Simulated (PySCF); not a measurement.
## A survey of ¹⁹F NMR shifts

PySCF calculation with GFN2-xTB geometry and shielding tensors at PBE0/pcSseg-1 (GIAO); one averaged value for each set of equivalent atoms, non-relativistic Hamiltonian, one conformer, isolated molecule.

Shieldings were converted by a linear fit to measured shifts: ¹⁹F (scatter 6.0 ppm rms, 7.0 ppm with the 5 outliers that the fit left out vs CFCl3, solution or neat liquid, with a term for F on sp3 carbon). Occasional misses reach two or three times the rms, and more in compound classes unlike the fitted ones.

(1) Give the ¹⁹F shifts of `FC(F)(F)c1ccncc1`.

(2) Match the shifts -67.9, -117.4, -157.7, -168.5, -198.9 ppm to `CCCc1ccc(F)cc1`, `C#CC[C@]1(C=C)C[C@H](F)C1`, `N#C[C@H]1CC=C1C(F)(F)F`, `CC[C@H](F)c1ccccc1`, `CC(C)(F)c1ccccc1`.

## Answers

(1) 
| compound | environment | δ (ppm) |
| --- | --- | --- |
| FC(F)(F)c1ccncc1 | fluorine of a CF3 group (×3) | -64.6 |

(2) -67.9: N#C[C@H]1CC=C1C(F)(F)F (fluorine of a CF3 group); -117.4: CCCc1ccc(F)cc1 (aryl fluorine); -157.7: CC(C)(F)c1ccccc1 (fluorine on an sp3 carbon); -168.5: C#CC[C@]1(C=C)C[C@H](F)C1 (fluorine on an sp3 carbon); -198.9: CC[C@H](F)c1ccccc1 (fluorine on an sp3 carbon).
